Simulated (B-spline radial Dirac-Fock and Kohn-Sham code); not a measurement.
## K-line shifts caused by a second vacancy in Rh⁺

System: rhodium as Rh⁺, configuration 1s2 2s2 2p6 3s2 3p6 3d10 4s2 4p6 4d7 5s1 (an excited configuration).

Input file task.json (cfg lists n, l and occupation; rrms is the nuclear radius in fm):

```json
{"items": [{
  "Z": 45,
  "q": 1,
  "cfg": [[1, 0, 2], [2, 0, 2], [2, 1, 6], [3, 0, 2], [3, 1, 6], [3, 2, 10], [4, 0, 2], [4, 1, 6], [4, 2, 7], [5, 0, 1]],
  "A": 103,
  "rrms": 4.4945,
  "do": ["binding", "quiet", "double"]
}]}
```

Launch: `python xray_run.py task.json out`

Calculated with a radial B-spline solver, using Dirac-Fock (average of configuration) total-energy differences with a finite nucleus, the Breit interaction including its frequency dependence, and self-energy and vacuum-polarisation corrections. Each two-hole energy is an average over J within one jj subconfiguration, not an observable level; in light atoms, where LS coupling holds, the j-resolved values are not observed lines, and for a K spectator the Kα1 hypersatellite is nearly forbidden. Electron correlation is not included.

Lines without a spectator: Kα2 (K-L2) 20071.6 eV, Kα1 (K-L3) 20214.1 eV, Kβ3 (K-M2) 22695.0 eV, Kβ1 (K-M3) 22720.2 eV. Shifts in eV with one spectator hole (a dash: not computed, or left out as unreliable):

```
spectator hole    Kα2    Kα1     Kβ3     Kβ1
    L2 (2p1/2)  +54.3  +67.9       –  +145.6
    L3 (2p3/2)  +55.0  +54.6  +131.8       –
    M2 (3p1/2)      –  +7.18  +16.39  +20.09
    M3 (3p3/2)  +5.55      –  +17.47  +16.87
    M5 (3d5/2)  -1.92  -0.32       –       –
```

**Question.** Where does the K-L3 hypersatellite lie, emitted when both K electrons are missing?

**Answer.** +520.0 eV from the normal line, at 20734.1 eV. Removing both K electrons costs 47183.2 eV, which is 699.8 eV more than twice the K binding energy.

With n spectator holes in 2p, averaged over the 2p shell (energies in eV):

```
n     KαLⁿ   step  hypersatellite KαʰLⁿ
0  20166.5      –               20682.3
1  20224.8  +58.3               20741.9
2  20284.2  +59.4               20802.7
3  20344.9  +60.7               20864.8
4  20406.8  +61.9               20928.1
5  20469.9  +63.1               20992.6
```
